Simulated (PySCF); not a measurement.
## Checking a proposed structure

A compound C5H3NO gives the data below (simulated from a calculation) and was assigned the structure `N#Cc1ccoc1`.

13C{1H} NMR (computed): δ 153.2 (CH), 134.5 (C), 129.3 (CH), 117.6 (C), 117.4 (CH).

1H NMR (400 MHz, computed): δ 7.64 (m, 1H), 7.22 (m, 1H), 6.68 (m, 1H).

- shieldings: GIAO B97-2/pcSseg-2
- geometry from PBE0-D3(BJ)/def2-TZVP
- program: PySCF 2.14
- gas phase, one computed conformer, non-relativistic

δ = σ(ref) − σ, references computed at the same level: 1H (σ = 31.64 ppm) and 13C (σ = 185.38 ppm) vs TMS.

**Question.** Compare with the shifts computed for the proposed structure, pairing carbons in order of shift.

**Answer.** Structure with atom numbers: `[N:1]#[C:2][c:3]1[cH:4][cH:5][o:6][cH:7]1` (H(Xn): hydrogen on atom n).

```csv
atom,computed for proposal,given list,difference
C7,156.9,153.2,+3.7
C5,149.6,134.5,+15.1
C4,119.6,129.3,-9.7
C2,118.6,117.6,+1.0
C3,106.1,117.4,-11.3
```

The rms difference is 9.6 ppm and the largest +15.1 ppm at C5 (aromatic CH next to the ring oxygen). The carbon types in order of shift don't match either: CH, CH, CH, C, C for the proposal against CH, C, CH, C, CH in the data. The proposal doesn't fit.

**Question.** Which isomer fits?

**Answer.** 2-Cyanofuran (SMILES N#Cc1ccco1).

- Carbon types of the structure: 2 × C, 3 × CH, which accounts for all hydrogens.
- δC 153.2: aromatic CH next to the ring oxygen.
- δC 134.5: substituted aromatic carbon next to the ring oxygen.
- δC 129.3, 117.4: aromatic CH.
- δC 117.6: nitrile carbon; this is the usual window of a C≡N carbon, which has no attached hydrogen.

The data come from this structure; uniqueness wasn't tested.

Shifts are as computed. Against solution values, carbons near 30 ppm lie about +3 ppm off and those near 130 ppm about +7 ppm. Of 1211 compounds with measured shifts, 218 miss one by over three times the rms of a fit or turn the order of signals round; such compounds aren't used in these exercises. No couplings were computed; multiplicities are counted from neighbouring protons, with m where these are inequivalent, close in shift, in a saturated or five-membered ring or joined by F or P, and br s for small geminal =CH2 splittings.
